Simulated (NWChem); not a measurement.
# GaNH3F; SMILES [NH2][GaH][F]

```xyz
6

Ga    -0.3360    -0.0221     0.0005
H     -1.8881    -0.1323    -0.0399
F      0.6270    -1.4988    -0.0030
N      0.6721     1.4901    -0.0258
H      1.6745     1.4647     0.1090
H      0.2813     2.4109     0.1220
```
Atoms are numbered in this order, from 1.

Computed with NWChem. Geometry: optimised at B3LYP/6-31G* (spherical d). Level M06-2X/def2-SVP: energy and gradient on several grids; changes count from the extra-fine grid, which is no exact limit either.

```tsv
grid	size of the energy change (μHa)	largest change of a gradient component (μHa/bohr)	time, medium = 1 (rough)
xcoarse	20000	2000	about 1
coarse	60	600	about 1
medium	20	200	about 1
fine	< 10	80	about 1
xfine	< 10	< 30	2
```
